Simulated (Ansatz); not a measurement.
Geometry optimisation, Ansatz, RKS r2SCAN-D4/6-31G*.

The input (input.yaml):

```yaml
crystal:
  periodic: [false, false, false]
  atoms:
    - { symbol: C, position_ang: [-1.6505, -1.0924, -0.2501] }
    - { symbol: O, position_ang: [-0.3009, -1.0151, -0.0103] }
    - { symbol: C, position_ang: [0.0979, 0.2867, -0.0623] }
    - { symbol: C, position_ang: [0.797, 0.8619, 0.9898] }
    - { symbol: Si, position_ang: [1.7214, 1.0048, -0.4825] }
    - { symbol: H, position_ang: [-2.0227, -2.0763, -0.2344] }
    - { symbol: H, position_ang: [-1.9014, -0.6431, -1.2512] }
    - { symbol: H, position_ang: [-2.2117, -0.48, 0.5022] }
    - { symbol: H, position_ang: [0.8129, 0.4606, 2.0274] }
    - { symbol: H, position_ang: [1.7718, 2.4262, -0.8946] }
    - { symbol: H, position_ang: [2.9515, 0.2097, -0.3135] }
basis:
  gaussian: { orbitals: "6-31G*" }
hamiltonian:
  xc: r2scan
  dispersion: d4
relax:
  f_tol: 0.015
  max_steps: 40
```

Launched with:

```bash
$ ansatz run input.yaml --threads 2 --pin off --max-ram 3072MiB --backend cpu --events-out ev --progress --plain --runs-dir out
```

Problem. Where does it end, and by what steps?

Solution. It converged. The force dipped under the threshold on the way, but the program's further checks kept it going. After 23 steps the energy has fallen by 1.729 eV; H8 moved furthest, 1.45 Å.

```json
{"step": "0", "energy less start (eV)": "0.0000", "largest force component (eV/Å)": "3.015", "accepted": "yes"}
{"step": "1", "energy less start (eV)": "-0.8306", "largest force component (eV/Å)": "1.626", "accepted": "yes"}
{"step": "2", "energy less start (eV)": "-1.1737", "largest force component (eV/Å)": "0.946", "accepted": "yes"}
{"step": "3", "energy less start (eV)": "-1.3096", "largest force component (eV/Å)": "0.831", "accepted": "yes"}
{"step": "4", "energy less start (eV)": "-1.4467", "largest force component (eV/Å)": "0.590", "accepted": "yes"}
{"step": "5", "energy less start (eV)": "-1.5692", "largest force component (eV/Å)": "0.320", "accepted": "yes"}
{"step": "6", "energy less start (eV)": "-1.6498", "largest force component (eV/Å)": "0.340", "accepted": "yes"}
{"step": "7", "energy less start (eV)": "-1.6940", "largest force component (eV/Å)": "0.319", "accepted": "yes"}
{"step": "8", "energy less start (eV)": "-1.6137", "largest force component (eV/Å)": "1.479", "accepted": "no"}
{"step": "9", "energy less start (eV)": "-1.7095", "largest force component (eV/Å)": "0.106", "accepted": "yes"}
{"step": "10", "energy less start (eV)": "-1.7160", "largest force component (eV/Å)": "0.037", "accepted": "yes"}
{"step": "11", "energy less start (eV)": "-1.7105", "largest force component (eV/Å)": "0.485", "accepted": "no"}
{"step": "12", "energy less start (eV)": "-1.7192", "largest force component (eV/Å)": "0.060", "accepted": "yes"}
{"step": "13", "energy less start (eV)": "-1.7221", "largest force component (eV/Å)": "0.071", "accepted": "yes"}
{"step": "14", "energy less start (eV)": "-1.7225", "largest force component (eV/Å)": "0.227", "accepted": "yes"}
{"step": "15", "energy less start (eV)": "-1.7259", "largest force component (eV/Å)": "0.066", "accepted": "yes"}
{"step": "16", "energy less start (eV)": "-1.7275", "largest force component (eV/Å)": "0.010", "accepted": "yes"}
{"step": "17", "energy less start (eV)": "-1.7268", "largest force component (eV/Å)": "0.182", "accepted": "no"}
{"step": "18", "energy less start (eV)": "-1.7283", "largest force component (eV/Å)": "0.036", "accepted": "yes"}
{"step": "19", "energy less start (eV)": "-1.7285", "largest force component (eV/Å)": "0.088", "accepted": "yes"}
{"step": "20", "energy less start (eV)": "-1.7288", "largest force component (eV/Å)": "0.028", "accepted": "yes"}
{"step": "21", "energy less start (eV)": "-1.7289", "largest force component (eV/Å)": "0.017", "accepted": "yes"}
{"step": "22", "energy less start (eV)": "-1.7290", "largest force component (eV/Å)": "0.004", "accepted": "yes"}
{"step": "23", "energy less start (eV)": "-1.7290", "largest force component (eV/Å)": "0.006", "accepted": "yes"}
```

```xyz
11
Properties=species:S:1:pos:R:3
C -1.578 -1.010 -0.477
O -0.831 -0.790 0.725
C 0.234 0.008 0.576
C 1.192 0.483 1.385
Si 1.406 1.077 -0.325
H -2.400 -1.674 -0.202
H -0.950 -1.486 -1.240
H -1.974 -0.063 -0.863
H 1.469 0.410 2.433
H 1.056 2.464 -0.745
H 2.441 0.523 -1.245
```

The run took 38 s on 2 threads of Intel(R) Xeon(R) 6975P-C (Granite Rapids), on a shared host, peak memory 0.17 GiB.
